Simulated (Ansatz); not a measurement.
`[CH3][AlH][SiH](C)S` + `O=[CH][GaH2]` → `[CH3][AlH][SiH2]C` + `O=[C](S)[GaH2]`  (redistribution)

Gas-phase electronic energies from Ansatz, PBE0-D4/def2-TZVP geometries. CBS: MP2 limit from def2 TZ/QZ plus the TZ coupled-cluster correction, frozen cores. Functionals use def2-TZVPP. B3LYP here is the variant with VWN-RPA as its local correlation; programs differ in this. For Ga outer-core shells are correlated without core-valence functions, which leaves a few kJ/mol of doubt a bond. Scalar relativity is left out up to krypton. Each species was taken in one conformer, which may not be the lowest.

| level | ΔE (kcal/mol) | difference from CCSD(T)/CBS |
| --- | --- | --- |
| B3LYP-D4 | 8.5 | -2.0 |
| B2PLYP | 9.0 | -1.5 |
| PBE | 6.7 | -3.8 |
| r2SCAN | 7.6 | -2.9 |
| B3LYP | 8.2 | -2.3 |
| HF/def2-TZVPP | 13.0 | 2.5 |
| CCSD/def2-TZVPP | 11.2 | 0.7 |
| CCSD(T)/def2-TZVPP | 10.1 | -0.4 |
| MP2/def2-QZVPP | 10.5 | 0.0 |
| HF/CBS(def2) | 12.9 | 2.4 |
| CCSD(T)/CBS | 10.5 | 0 |

Largest T1 diagnostic among the species: 0.017.

In def2-TZVPP, CCSD(T) changes the Hartree–Fock value by −2.9 kcal/mol (the triples alone add −1.1 kcal/mol) and MP2 by −2.7 kcal/mol. From PBE to PBE0 (25 % exact exchange), in def2-TZVPP and without D4, ΔE moves by +2.2 kcal/mol.
